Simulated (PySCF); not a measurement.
Al(OH)3 (AlH3O3), SMILES [OH][Al]([OH])[OH]. Atoms are numbered in the order given.

```xyz
7

Al     0.0000     0.0000     0.0000
O      1.6024     0.5624     0.0000
H      2.3696    -0.0166     0.0000
O     -0.3142    -1.6689     0.0000
H     -1.1992    -2.0438     0.0000
O     -1.2882     1.1065     0.0000
H     -1.1704     2.0604     0.0000
```
Charge 0, spin multiplicity 1.

Geometry optimised at B3LYP-D3(BJ)/def2-SVP. The isomer is the one that the SMILES or the coordinates give; other isomers of the formula were not compared. The values are those of a single conformer.

These are PBE/pcSseg-1 (PySCF) values and carry that method's errors.

GIAO shieldings, no solvent; atoms alike by connectivity are averaged. δ = σ(ref) − σ: ¹⁷O against H2O (σ = 334.3 ppm); ¹H against TMS (σ = 31.49 ppm), references at their B3LYP-D3(BJ)/def2-TZVP geometries, non-relativistic.

**Question.** Estimate the chemical shifts. (The exact figures need the calculation; the answer reports its results.)

**Answer.** 
```
nucleus       atoms  count  δ (ppm)
-------  ----------  -----  -------
¹⁷O      O2, O4, O6      3      7.0
¹H       H3, H5, H7      3     1.40
```
